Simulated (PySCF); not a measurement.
**How exact exchange moves a shielding**

Molecule: `Cl[BH-]1[PH2+][BH2-][PH2+]1`, B2ClH7P2.

Structure with atom numbers: `[Cl:1][BH-:2]1[PH2+:3][BH2-:4][PH2+:5]1`; H(Xn) means a hydrogen on atom n. Ha(P3), Ha(B4), Ha(P5) are cis to Cl1 on the ring; Hb(P3), Hb(B4), Hb(P5) are trans to Cl1 on the ring.

GIAO shieldings (ppm, equivalent atoms averaged) in PySCF on the PBE0-D3(BJ)/def2-SVP geometry, basis pcSseg-2, gas phase, non-relativistic:

| functional | exact exchange (%) | σ(Cl1) | σ(B2) |
| --- | --- | --- | --- |
| BLYP | 0 | 920.1 | 106.6 |
| BP86 | 0 | 930.9 | 111.1 |
| PBE | 0 | 928.3 | 111.4 |
| B3LYP | 20 | 950.1 | 111.7 |
| PBE0 | 25 | 964.5 | 117.2 |
| mPW1PW91 | 25 | 965.3 | 116.7 |
| HF | 100 | 1030.5 | 128.6 |

**Question.** Fit each shielding as a line in the percentage of exact exchange.

**Answer.** σ(Cl1) = 930.4 + 1.04 x (rms 6.2 ppm); σ(B2) = 110.1 + 0.19 x (rms 2.0 ppm). The functionals also differ in their semilocal parts, which the line can't hold; Hartree–Fock has no correlation at all.

**Question.** What does the line predict for BHandHLYP (50 %), and what does the run give?

**Answer.** σ(Cl1): 982.4 predicted, 984.8 computed; σ(B2): 119.6 predicted, 118.3 computed ppm.
